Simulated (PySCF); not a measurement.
# Reading the logs of faulty runs: B2H4NSi

All numbers below are calculated, not measured. They come from PySCF 2.14.0, an open-source quantum chemistry program, on an isolated molecule that a program drew, which may never have been made. The molecule is B2H4NSi (charge 0, doublet), drawn as the SMILES string `B[SiH]B=N`.

Each row is a Hartree-Fock (HF) and frozen-core CCSD(T) single point in the cc-pV(D+d)Z basis, meant for a local HF minimum. Run 1 is clean. Each other run has one planted mistake out of seven kinds, and not every kind appears here: one electron removed, one electron added, multiplicity raised by two, geometry at a saddle point, minimal basis STO-3G, one bond length entered in bohr, all coordinates scaled. The reference is restricted for singlets and unrestricted otherwise, and also for a bond in bohr. Adding or removing an electron swaps singlet and doublet. Electrons count all cores. HOMO and LUMO are orbital energies over both spins, the gradient is its largest component, and the lowest frequency (negative if imaginary) is given only where the gradient is small. Bond lengths are over the 7 bonds as drawn. T1 is the CCSD diagnostic: over 0.02 (restricted) or 0.045 (unrestricted) a single reference is doubtful.

Geometry of the clean run:
```xyz
8
B2H4NSi, angstrom
B    -3.3492    0.9447    2.0869
Si   -2.1244    2.2896    1.3541
B    -0.5326    1.8560    0.2538
N     0.4526    1.5796   -0.4273
H    -4.2917    1.2833    2.7433
H    -3.1534   -0.2177    1.8771
H    -2.3018    3.7383    1.5704
H     1.2422    1.3556   -0.9729
```

```
run  electrons  basis functions  <S^2>  HOMO (eV)  LUMO (eV)  gradient (hartree/bohr)  lowest frequency (cm^-1)  mean bond (Å)  longest bond (Å)      T1  HF (hartree)  CCSD(T) (hartree)                     mistake
  1         35               85  0.767      -8.46       0.19                  3.1e-05                       131         1.4327             1.983  0.0199    -395.04167         -395.50967                    no fault
  2         35               85  0.762      -8.54       0.25                  1.3e-01                         -         1.3181             1.824  0.0161    -394.97758         -395.43300      all coordinates scaled
  3         35               85  3.777      -6.26      -2.40                  6.8e-02                         -         1.4327             1.983  0.0242    -394.86660         -395.32759  multiplicity raised by two
  4         34               85  0.000     -16.35      -6.98                  3.0e-02                         -         1.4327             1.983  0.0214    -394.75851         -395.21353        one electron removed
  5         35               85  1.579      -8.55       0.23                  5.4e-02                         -         1.5580             1.983  0.0686    -394.86822         -395.34057                           ?
  6         35               28  0.776      -5.56       5.06                  7.6e-02                         -         1.4327             1.983  0.0259    -390.35009         -390.58135                           ?
```

**Which mistake was planted in run 5, and what did it cost?**

The mean bond changes by a factor of 1.087 and the longest by 1.000, so the molecule wasn't scaled as a whole. A length L in bohr read as angstrom grows by (1/0.5292 - 1) L = 0.890 L. The 7 bonds together grew by 7 x 0.1253 = 0.877 Å, which gives L = 0.986 Å. That is bond N4-H8, 0.986 Å in the clean geometry. So the mistake is: one bond length entered in bohr. Subtracting run 1 and multiplying by 627.51 kcal/mol a hartree, the energy moved by 108.8 kcal/mol in HF and 106.1 kcal/mol in CCSD(T).

**Which mistake was planted in run 6, and what did it cost?**

It has 28 basis functions where the clean run has 85, with the same electrons and geometry. So the mistake is: minimal basis STO-3G. Subtracting run 1 and multiplying by 627.51 kcal/mol a hartree, the energy moved by 2944.0 kcal/mol in HF and 3092.6 kcal/mol in CCSD(T).

Cautions from the logs. Run 4: T1 is over the limit, so its CCSD(T) energy is less reliable; run 5: T1 is over the limit, so its CCSD(T) energy is less reliable.
